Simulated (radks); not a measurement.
Results of a calculation; reference values are marked as such.
Task: These are the eigenvalues of the occupied orbitals of an atom or ion with whole-number occupations (hartree). Code: a radial shooting solver on a logarithmic mesh with Libxc functionals. Model: scalar-relativistic Kohn-Sham, BLYP, spin-polarised, spherical densities, finite nucleus; Fermi nuclear charge, rms radius of each element as measured or else 0.836 A^(1/3) + 0.57 fm.

1s up: -1097.503
1s down: -1097.501
2s up: -191.5471
2s down: -191.3660
2p up: -175.2164
2p down: -175.0789
3s up: -58.95014
3s down: -58.73718
3p up: -53.61399
3p down: -53.39660
3d up: -45.73229
3d down: -45.47500

Which element is it, and in what charge state? The configuration may be excited. Open shells, if any, are filled with parallel spins first.

Result: Z = 50, tin, charge +24: Sn24+ in [Ar] 3d8. The list shows which subshells hold electrons but not how many an open one holds; the 1s level, -1097.5 hartree, gives Z - s = 46.9 by -(Z - s)^2/2, which with screening and relativity narrows Z to a few neighbours, and the depths of the outer levels then fix element, charge and occupations together.
